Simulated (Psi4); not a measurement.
Psi4 input (wB97X-D/6-311+G**):

```
memory 1500 MB

molecule {
0 1
Si    0.79334700   -0.20873300    0.74709000
H     1.83118100   -0.48928700   -0.33632000
Cl   -0.76106100    0.20068000   -0.59546700
symmetry c1
no_reorient
no_com
}

set {
  basis 6-311+G**
  reference rks
  scf_type pk
  dft_radial_points 99
  dft_spherical_points 590
  e_convergence 1e-8
  d_convergence 1e-7
  maxiter 150
}

e = energy('wb97x-d')
print_out(f'\nFINAL {e:.10f} DIPOLE {variable("CURRENT DIPOLE")[0]:.6f} {variable("CURRENT DIPOLE")[1]:.6f} {variable("CURRENT DIPOLE")[2]:.6f}\n')
```

Output:

```
   => Loading Basis Set <=

    Name: 6-311+G**
    Role: ORBITAL
    Keyword: BASIS
    atoms 1 entry SI         line   351 file 6-311pgss.gbs
    atoms 2 entry H          line    42 file 6-311pgss.gbs
    atoms 3 entry CL         line   468 file 6-311pgss.gbs

   => WB97X-D: Empirical Dispersion <=

    Chai and Head-Gordon Dispersion Correction
    Chai, J.-D.; Head-Gordon, M. (2010), J. Chem. Phys., 132: 6615-6620

        s6 =       1.000000

         ---------------------------------------------------------
                                   SCF
               by Justin Turney, Rob Parrish, Andy Simmonett
                          and Daniel G. A. Smith
                              RKS Reference
         ---------------------------------------------------------

  ==> Geometry <==

    Molecular point group: c1
    Full point group: C1

    Geometry (in Angstrom), charge = 0, multiplicity = 1:

       Center              X                  Y                   Z               Mass
    ------------   -----------------  -----------------  -----------------  -----------------
         SI           0.793347000000    -0.208733000000     0.747090000000    27.976926534650
         H            1.831181000000    -0.489287000000    -0.336320000000     1.007825032230
         CL          -0.761061000000     0.200680000000    -0.595467000000    34.968852682000

  Running in c1 symmetry.

  Rotational constants: A =      7.42625  B =      0.24093  C =      0.23336 [cm^-1]
  Rotational constants: A = 222633.28247  B =   7222.84896  C =   6995.88287 [MHz]
  Nuclear repulsion =   68.327426664633393

  Charge       = 0
  Multiplicity = 1
  Electrons    = 32
  Nalpha       = 16
  Nbeta        = 16

  ==> Algorithm <==

  SCF Algorithm Type is PK.
  DIIS enabled.
  MOM disabled.
  Fractional occupation disabled.
  Guess Type is SAD.
  Energy threshold   = 1.00e-08
  Density threshold  = 1.00e-07
  Integral threshold = 1.00e-12

  ==> Primary Basis <==

  Basis Set: 6-311+G**
    Blend: 6-311+G**
    Number of shells: 32
    Number of basis functions: 66
    Number of Cartesian functions: 68
    Spherical Harmonics?: true
    Max angular momentum: 2

  ==> DFT Potential <==

   => LibXC <=

    Version 7.1.2
    S. Lehtola, C. Steigemann, M. J. T. Oliveira, and M. A. L. Marques,  SoftwareX 7, 1–5 (2018) (10.1016/j.softx.2017.11.002)

   => Composite Functional: WB97X-D <=

    wB97X-D Hyb-GGA Exchange-Correlation Functional

    J.-D. Chai and M. Head-Gordon,  Phys. Chem. Chem. Phys. 10, 6615–6620 (2008) (10.1039/B810189B)

    Deriv               =              1
    GGA                 =           TRUE
    Meta                =          FALSE

    Exchange Hybrid     =           TRUE
    MP2 Hybrid          =          FALSE

   => Exchange-Correlation Functionals <=

    1.0000   wB97X-D range-separated functional

   => Exact (HF) Exchange <=

    0.7780            HF,LR [omega = 0.2000]
    0.2220               HF

   => LibXC Density Thresholds  <==

    XC_HYB_GGA_XC_WB97X_D:  1.00E-14

   => Molecular Quadrature <=

    Radial Scheme          =       TREUTLER
    Pruning Scheme         =           NONE
    Nuclear Scheme         =       TREUTLER

    Blocking Scheme        =         OCTREE
    BS radius alpha        =              1
    Pruning alpha          =              1
    Radial Points          =             99
    Spherical Points       =            590
    Total Points           =         170426
    Total Blocks           =           1332
    Max Points             =            256
    Max Functions          =             63
    Weights Tolerance      =       1.00E-15

  ==> Integral Setup <==

  Using in-core PK algorithm.
   Calculation information:
      Number of atoms:                   3
      Number of AO shells:              32
      Number of primitives:             57
      Number of atomic orbitals:        68
      Number of basis functions:        66

      Integral cutoff                 1.00e-12
      Number of threads:                 1

  Performing in-core PK
  Using 7336098 doubles for integral storage.
  We computed 125193 shell quartets total.
  Whereas there are 139656 unique shell quartets.

  Computing range-separated integrals for PK
  We computed 125193 wK shell quartets total.
  Whereas there are 139656 wK unique shell quartets.

  ==> DiskJK: Disk-Based J/K Matrices <==

    J tasked:                  Yes
    K tasked:                  Yes
    wK tasked:                 Yes
    Omega:               2.000E-01
    Schwarz Cutoff:          1E-12


  Cached 100.0% of DFT collocation blocks in 0.245 [GiB].

  Minimum eigenvalue in the overlap matrix is 5.8430765416E-03.
  Reciprocal condition number of the overlap matrix is 1.0883822885E-03.
    Using symmetric orthogonalization.

  ==> Pre-Iterations <==

  SCF Guess: Superposition of Atomic Densities via on-the-fly atomic UHF (no occupation information).

   -------------------------
    Irrep   Nso     Nmo
   -------------------------
     A         66      66
   -------------------------
    Total      66      66
   -------------------------

  ==> Iterations <==

                        Total Energy        Delta E     RMS |[F,P]|

   @RKS iter SAD:  -749.83282388708767   -7.49833e+02   0.00000e+00
   @RKS iter   1:  -750.26461041313212   -4.31787e-01   4.59512e-03 ADIIS/DIIS
   @RKS iter   2:  -750.27912574500203   -1.45153e-02   2.38161e-03 ADIIS/DIIS
   @RKS iter   3:  -750.28511669393822   -5.99095e-03   3.72543e-04 ADIIS/DIIS
   @RKS iter   4:  -750.28540172468320   -2.85031e-04   7.93787e-05 DIIS
   @RKS iter   5:  -750.28542745920629   -2.57345e-05   1.29483e-05 DIIS
   @RKS iter   6:  -750.28542915312494   -1.69392e-06   4.42160e-06 DIIS
   @RKS iter   7:  -750.28542929763944   -1.44515e-07   1.47988e-06 DIIS
   @RKS iter   8:  -750.28542931476682   -1.71274e-08   3.35692e-07 DIIS
   @RKS iter   9:  -750.28542931596905   -1.20224e-09   7.32279e-08 DIIS
  Energy and wave function converged.

  ==> Post-Iterations <==

   Electrons on quadrature grid:
      Ntotal   =   32.0000000101 ; deviation = 1.006e-08

    Orbital Energies [Eh]
    ---------------------

    Doubly Occupied:

       1A   -101.722505     2A    -66.318471     3A     -9.591537
       4A     -7.337479     5A     -7.333799     6A     -7.331105
       7A     -5.446478     8A     -3.794805     9A     -3.790121
      10A     -3.784283    11A     -0.931937    12A     -0.607257
      13A     -0.469027    14A     -0.433280    15A     -0.424943
      16A     -0.329693

    Virtual:

      17A     -0.051595    18A      0.039204    19A      0.058815
      20A      0.084344    21A      0.085094    22A      0.109393
      23A      0.124233    24A      0.138957    25A      0.148106
      26A      0.151825    27A      0.208738    28A      0.321300
      29A      0.332359    30A      0.338576    31A      0.437264
      32A      0.478792    33A      0.493668    34A      0.522230
      35A      0.523413    36A      0.614759    37A      0.631608
      38A      0.632256    39A      0.747014    40A      0.833591
      41A      0.948857    42A      0.954462    43A      0.997213
      44A      1.004048    45A      1.005121    46A      1.279018
      47A      1.279741    48A      1.299096    49A      1.391302
      50A      1.517636    51A      1.578358    52A      2.034780
      53A      2.348446    54A      2.364356    55A      2.455192
      56A      2.659862    57A      5.464642    58A      9.755291
      59A     11.358548    60A     11.416084    61A     11.438447
      62A     25.930273    63A     25.956229    64A     26.253212
      65A    140.941758    66A    215.823892

    Final Occupation by Irrep:
              A
    DOCC [    16 ]
    NA   [    16 ]
    NB   [    16 ]

  @RKS Final Energy:  -750.28542931596905

   => Energetics <=

    Nuclear Repulsion Energy =             68.3274266646333928
    One-Electron Energy =               -1173.1291280044947598
    Two-Electron Energy =                 390.5735222589200930
    DFT Exchange-Correlation Energy =     -36.0570792663545632
    Empirical Dispersion Energy =          -0.0001709686730582
    VV10 Nonlocal Energy =                  0.0000000000000000
    Total Energy =                       -750.2854293159689405

Computation Completed

Properties will be evaluated at   0.000000,   0.000000,   0.000000 [a0]

Properties computed using the SCF density matrix

 Multipole Moments:

 ------------------------------------------------------------------------------------
     Multipole            Electronic (a.u.)      Nuclear  (a.u.)        Total (a.u.)
 ------------------------------------------------------------------------------------

 L = 1.  Multiply by 2.5417464519 to convert [e a0] to [Debye]
 Dipole X            :          0.5105449            0.0000038            0.5105487
 Dipole Y            :         -0.1351786            0.0000208           -0.1351578
 Dipole Z            :          0.2525663            0.0000019            0.2525681
 Magnitude           :                                                    0.5854214

 ------------------------------------------------------------------------------------

FINAL -750.2854293160 DIPOLE 0.510549 -0.135158 0.252568

*** Psi4 exiting successfully. Buy a developer a beer!
```

The geometry given is a B3LYP-D3(BJ)/def2-TZVP minimum.
